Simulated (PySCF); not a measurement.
A structure optimised at PBE-D3(BJ)/def2-SVP, used in a PySCF frequency run:

```
Ge
H 1 1.5552
H 1 1.5582 2 108.55
C 1 2.0329 2 113.88 3 -134.44
N 4 1.2920 1 110.23 2 -108.37
H 4 1.1164 5 120.63 1 -179.98
Si 5 1.8123 4 102.90 6 175.40
H 7 1.5024 5 111.14 4 -117.40
Cl 7 2.0801 8 107.16 5 123.49
```

Problem. Write its SMILES and formula.

Solution. Cl[Si@H]1N=[CH][GeH2]1, CH4ClGeNSi

Problem. What are its rotational constants (standard atomic weights)?

Solution. 3.8520, 1.1758, 0.99011 GHz
